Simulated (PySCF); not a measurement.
**Working out the ionisation energy of N²⁺**

N²⁺ [He] 2s2 2p1 (2P) → N³⁺ [He] 2s2 (1S). Computed with PySCF 2.14 in x2c-TZVPPall with one added diffuse shell each of s, p, d type (6s4p3d1f, 40 functions), with scalar relativity by spin-free X2C-1e. Frozen: 1s2. Energies in hartree (1 hartree = 27.21139 eV):

```
            part  N²⁺ (lower)  N³⁺ (upper)
             UHF   -52.848345   -51.110376
CCSD correlation    -0.082459    -0.085446
             (T)    -0.001019     0.000000
```

**Question.** What does Hartree-Fock give?

**Answer.** (-51.110376) − (-52.848345) = 1.737969 hartree = 47.293 eV.

**Question.** What do CCSD and CCSD(T) give?

**Answer.** The CCSD correlation energies differ by -0.002987 hartree = -0.081 eV and the triples by 0.001019 hartree = 0.028 eV, so CCSD gives 47.212 eV and CCSD(T) 47.240 eV.

A first-order spin-orbit estimate adds 0.015 eV to CCSD(T) (valence), giving 47.255 eV against 47.445 eV (semi-empirical (NIST evaluation); NIST Atomic Spectra Database, ionization energies).

The coupled-cluster amplitudes are large, so a single reference is strained.

What remains against the reference includes basis incompleteness, the frozen core and higher excitations.
